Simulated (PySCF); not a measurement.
Electron correlation in O(3+) (oxygen, charge +3)

[He] 2s2 2p1, 2P determinant. Computed with PySCF 2.14 in x2c-TZVPPall (5s3p2d1f, 31 functions), with scalar relativity by spin-free X2C-1e. Frozen: 1s2; 3 electrons correlated.

```csv
level,correlation energy (mhartree)
CCSD,-89.73
(T),-0.92
CCSD(T),-90.65
CCSDT,-90.84
FCI,-90.84
```

Diagnostics: T1 = 0.0054, D1 = 0.0103, largest double amplitude 0.136, weight of the Hartree-Fock determinant in FCI 0.9549 (13050 determinants).

Task: Is a single reference adequate?

Result: Mostly. T1 lies below 0.03, but a double amplitude of this size points to a near-degeneracy that CCSD handles and MP2 describes poorly.
